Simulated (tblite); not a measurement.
Species: C5H8BClF2.
Numbering: `[F:1][B:2]([F:3])[C@@H:4]1[CH2:5][CH2:6][C@@H:7]1[CH2:8][Cl:9]` (hydrogens: H10 on C4; H11, H12 on C5; H13, H14 on C6; H15 on C7; H16, H17 on C8)

Computed with GFN2-xTB (tblite), gas phase: L-BFGS steps from a force-field or distance-geometry start until the largest atomic force falls under 0.01 eV/Å.

Step 25: E = -819.8130 eV
```
atom  x, y, z in Å  |  force x, y, z in eV/Å
F1      0.6384    2.2561    1.6591    0.002  -0.060   0.050
B2      0.9599    1.4641    0.6365   -0.019  -0.048  -0.006
F3      1.8826    1.9899   -0.1596   -0.053  -0.003  -0.070
C4      0.6955   -0.1178    0.6989    0.038   0.085  -0.018
C5      1.2832   -0.9412   -0.4724    0.030   0.065   0.086
C6     -0.1162   -1.0276   -1.0954    0.013  -0.015  -0.021
C7     -0.7138   -0.5657    0.2400    0.077  -0.039   0.089
C8     -1.7634    0.5221    0.2157    0.013  -0.114   0.010
Cl9    -1.0787    1.9478   -0.6083    0.071   0.015   0.045
H10     0.9586   -0.4747    1.6998    0.023  -0.003  -0.091
H11     2.0523   -0.4411   -1.0544   -0.025  -0.005  -0.044
H12     1.6466   -1.9146   -0.1508    0.042   0.017  -0.001
H13    -0.4277   -2.0028   -1.4545   -0.030  -0.133   0.038
H14    -0.2799   -0.3071   -1.8890    0.071   0.127  -0.060
H15    -1.0732   -1.4121    0.8239   -0.137   0.000   0.070
H16    -2.0212    0.8338    1.2281   -0.044   0.028  -0.022
H17    -2.6499    0.2030   -0.3276   -0.072   0.083  -0.054
```

Step 26: E = -819.8168 eV
```
atom  x, y, z in Å  |  force x, y, z in eV/Å
F1      0.6436    2.2561    1.6632   -0.028  -0.077   0.041
B2      0.9486    1.4663    0.6317    0.013  -0.022   0.022
F3      1.8740    1.9919   -0.1621   -0.029  -0.001  -0.101
C4      0.6940   -0.1170    0.6987    0.031   0.016  -0.018
C5      1.2833   -0.9404   -0.4732    0.023   0.056   0.082
C6     -0.1183   -1.0297   -1.0955    0.041   0.000   0.003
C7     -0.7152   -0.5693    0.2425    0.070  -0.047   0.068
C8     -1.7634    0.5213    0.2157    0.043  -0.103  -0.010
Cl9    -1.0606    1.9434   -0.6069    0.022  -0.012   0.097
H10     0.9636   -0.4735    1.6985    0.007   0.010  -0.100
H11     2.0539   -0.4383   -1.0544   -0.068  -0.034  -0.026
H12     1.6472   -1.9157   -0.1519    0.029   0.075  -0.011
H13    -0.4264   -2.0087   -1.4535   -0.019  -0.035   0.032
H14    -0.2827   -0.3005   -1.8833    0.067   0.034  -0.047
H15    -1.0756   -1.4158    0.8266   -0.125   0.018   0.062
H16    -2.0237    0.8325    1.2285   -0.036   0.034  -0.061
H17    -2.6493    0.2094   -0.3345   -0.041   0.088  -0.033
```

Step 27: E = -819.8197 eV
```
atom  x, y, z in Å  |  force x, y, z in eV/Å
F1      0.6423    2.2555    1.6642   -0.018  -0.085   0.024
B2      0.9413    1.4680    0.6275    0.076   0.042  -0.002
F3      1.8744    1.9916   -0.1639   -0.086  -0.020  -0.056
C4      0.6941   -0.1150    0.6971    0.011  -0.048  -0.011
C5      1.2838   -0.9390   -0.4731    0.006   0.026   0.028
C6     -0.1193   -1.0314   -1.0956    0.050   0.002   0.032
C7     -0.7148   -0.5718    0.2452    0.025  -0.044   0.021
C8     -1.7636    0.5188    0.2161    0.034  -0.041  -0.015
Cl9    -1.0478    1.9433   -0.5992   -0.020  -0.051   0.119
H10     0.9681   -0.4722    1.6944    0.009   0.015  -0.065
H11     2.0534   -0.4377   -1.0574   -0.079  -0.038  -0.012
H12     1.6486   -1.9151   -0.1524    0.023   0.101  -0.008
H13    -0.4270   -2.0145   -1.4498    0.002   0.062   0.022
H14    -0.2817   -0.2956   -1.8809    0.053  -0.060  -0.009
H15    -1.0794   -1.4165    0.8306   -0.087   0.029   0.046
H16    -2.0298    0.8290    1.2292   -0.019   0.024  -0.108
H17    -2.6495    0.2147   -0.3419    0.018   0.088  -0.005
```

Question: Estimate the geometry and energy of step 28. (The exact step hangs on the optimiser's Hessian estimate; all steps are aligned on step 27, rigid shifts and turns removed.)

Answer: E = -819.8220 eV, largest force 0.149 eV/Å
```
atom  x, y, z in Å  |  force x, y, z in eV/Å
F1      0.6518    2.2485    1.6730   -0.045  -0.065   0.018
B2      0.9376    1.4671    0.6278    0.017   0.017   0.043
F3      1.8572    1.9939   -0.1719    0.018   0.024  -0.115
C4      0.6939   -0.1149    0.6976   -0.016  -0.089  -0.005
C5      1.2849   -0.9368   -0.4706   -0.008  -0.020  -0.039
C6     -0.1177   -1.0322   -1.0955    0.034   0.006   0.047
C7     -0.7142   -0.5754    0.2476   -0.042  -0.029  -0.028
C8     -1.7624    0.5161    0.2150    0.036   0.020  -0.041
Cl9    -1.0424    1.9367   -0.6046   -0.026  -0.030   0.135
H10     0.9700   -0.4739    1.6916    0.019   0.009  -0.003
H11     2.0528   -0.4360   -1.0563   -0.059  -0.019  -0.020
H12     1.6513   -1.9129   -0.1529    0.025   0.094   0.009
H13    -0.4249   -2.0176   -1.4493    0.022   0.130   0.015
H14    -0.2779   -0.2898   -1.8780    0.042  -0.140   0.030
H15    -1.0874   -1.4176    0.8330   -0.035   0.036   0.028
H16    -2.0267    0.8351    1.2247   -0.020   0.010  -0.065
H17    -2.6528    0.2217   -0.3411    0.038   0.045  -0.009
```

The energy changes by -0.0023 eV. The first-order estimate −F·Δx gives -0.0044 eV and the mean of the old and new forces, exact on a quadratic surface, -0.0023 eV. The step makes an angle of 67° with the force vector and moves no atom by more than 0.019 Å.

What follows is the cost of the whole relaxation. Hardware: one thread of an Arm Neoverse N1, shared host with 64 logical CPUs at a one-minute load of 58. Cost: 1.1 s of wall time.
